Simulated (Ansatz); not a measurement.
`F[CH](F)[GeH3]` + `BS` → `BS[CH](F)[GeH3]` + H–F  (substitution at a C–F bond)

Gas-phase electronic energies from Ansatz, PBE0-D4/def2-TZVP geometries. CCSD(T)/CBS is the MP2 limit (def2-TZVPP, def2-QZVPP) plus CCSD(T) − MP2 in def2-TZVPP, frozen cores. This one scheme is used for every species. Functionals use def2-TZVPP. B3LYP here is the variant with VWN-RPA as its local correlation; programs differ in this. For Ge outer-core shells are correlated without core-valence functions, which leaves a few kJ/mol of doubt a bond. Scalar relativity is left out up to krypton. Each species was taken in one conformer, which may not be the lowest.

```csv
level,ΔE (kcal/mol)
PBE0-D4,-3.8
PBE,-2.0
B3LYP,0.2
HF/def2-TZVPP,3.2
MP2/def2-TZVPP,-7.1
CCSD(T)/def2-TZVPP,-4.1
HF/CBS(def2),3.0
MP2/CBS(def2),-9.3
```

(1) What does CCSD(T)/CBS give? (Estimate.)

Largest T1 diagnostic among the species: 0.015.

## Answers

(1) Ansatz gave: -6.3 kcal/mol. The listed levels differ from it by 2.5, 4.3, 6.5, 9.5, -0.8, 2.2, 9.3, -3.0 kcal/mol.

The D4 term adds −2.8 kcal/mol with B3LYP and −1.5 kcal/mol with PBE0; it sums over pairs of atoms, weighted by their polarisabilities, and B3LYP, whose exchange is more repulsive, gets the larger term. In def2-TZVPP, CCSD(T) changes the Hartree–Fock value by −7.3 kcal/mol (the triples alone add −1.1 kcal/mol) and MP2 by −10.3 kcal/mol.
